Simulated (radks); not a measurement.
Excited configurations of Os XXX: one electron is placed in a higher orbital outside [Kr] 4d10. The ground configuration is [Kr] 4d10 4f1. Calculated with a radial shooting solver on a logarithmic mesh with Libxc functionals: Dirac Kohn-Sham, PBEsol, spin-unpolarised, spherical densities, finite nucleus; open shells fill j = l - 1/2 first; Fermi nuclear charge, rms radius 5.4126 fm. Excitation = E - E(ground); binding = E(ion) - E, where the ion is the core of charge +30; n* = 30/sqrt(2 binding) in atomic units. These energies are relativistic, and a one-electron ion of charge +30 with no core already has n* below n in this formula (Dirac formula, point nucleus: 5s1/2 4.979, 5p1/2 4.979, 5d3/2 4.992, 5f5/2 4.996, 6s1/2 5.979, 6p1/2 5.979, 6d3/2 5.991, 6f5/2 5.995, 7s1/2 6.978, 7p1/2 6.978, 7d3/2 6.991, 7f5/2 6.995). The quantum defect is therefore taken as that value minus n*, so that it holds no relativistic shift of the bare ion.

outer orbital  excitation (eV)  binding (eV)     n*  quantum defect  eigenvalue (eV)  <r> (bohr)
5s1/2                   165.62        836.69  3.826           1.154          -821.63      0.7445
5p1/2                   211.47        790.84  3.935           1.044          -776.04      0.7574
5d3/2                   320.41        681.90  4.238           0.754          -668.24      0.8151
5f5/2                   414.21        588.10  4.563           0.433          -574.88      0.8436
6s1/2                   479.89        522.43  4.841           1.137          -514.23       1.183
6p1/2                   503.44        498.88  4.954           1.024          -490.88       1.209
6d3/2                   558.94        443.37  5.255           0.736          -435.96       1.298
6f5/2                   607.16        395.15  5.567           0.428          -388.00       1.356
7s1/2                   643.75        358.56  5.844           1.134          -352.94       1.718
7p1/2                   657.47        344.85  5.959           1.019          -339.35       1.755
7f5/2                   718.27        284.04  6.566           0.429          -279.27       1.962

Estimate the row for 7d3/2.

Answer. excitation (eV) 689.93; binding (eV) 312.38; n* 6.261; quantum defect 0.730; eigenvalue (eV) -307.36; <r> (bohr) 1.874. The Delta-SCF ionisation energy is 1002.3 eV (NIST Atomic Spectra Database: 1015 eV, theoretical). Self-interaction in the functional shifts the binding energies and quantum defects, so they are the method's values and not measured ones. Spin polarisation and multiplet splitting are left out, so open shells lie too high by an amount that depends on their filling.

Beside tabulated values, note that spin-unpolarised runs miss the spin-polarisation part of the exchange energy of open shells.
